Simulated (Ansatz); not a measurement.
Consider the substitution at a C–N bond: `C[SiH2][N]([GeH3])c1ccccc1` + `CCS` → `CCSc1ccccc1` + `C[SiH2][NH][GeH3]`.

Computed with Ansatz on PBE0-D4/def2-TZVP structures; ΔE is electronic, products minus reactants. CCSD(T)/CBS adds triple-zeta CCSD(T) − MP2 to the extrapolated MP2 energy (def2 sets, frozen cores). DFT in def2-TZVPP. For Ge outer-core shells are correlated without core-valence functions, which leaves a few kJ/mol of doubt a bond. Scalar relativity is left out up to krypton. One conformer a species, not always the lowest.

```json
{"species": "`C[SiH2][N]([GeH3])c1ccccc1`", "CAM-B3LYP energy (Eh)": "-2695.92277"}
{"species": "`CCS`", "CAM-B3LYP energy (Eh)": "-478.01913"}
{"species": "`CCSc1ccccc1`", "CAM-B3LYP energy (Eh)": "-709.01682"}
{"species": "`C[SiH2][NH][GeH3]`", "CAM-B3LYP energy (Eh)": "-2464.93098"}
```

(1) Work out ΔE.

Largest T1 diagnostic among the species: 0.011.

## Answers

(1) ΔE = (-709.01682) + (-2464.93098) − (-2695.92277) − (-478.01913) = -0.00590 Eh = -3.7 kcal/mol. CCSD(T)/CBS gives -2.7 kcal/mol.

The D4 term adds +2.4 kcal/mol with B3LYP and +1.5 kcal/mol with PBE0; it sums over pairs of atoms, weighted by their polarisabilities, and B3LYP, whose exchange is more repulsive, gets the larger term. Leaving LDA and LC-ωPBE aside and taking each functional with its dispersion term where it has one, the values, not all of them listed here, spread over 1.9 kcal/mol, from B2PLYP to BHLYP-D4. LDA lies +3.0 kcal/mol from PBE without D4. From BLYP to BHLYP (50 % exact exchange), in def2-TZVPP and without D4, ΔE moves by +1.0 kcal/mol.

B3LYP here is the variant with VWN-RPA as its local correlation; programs differ in this.
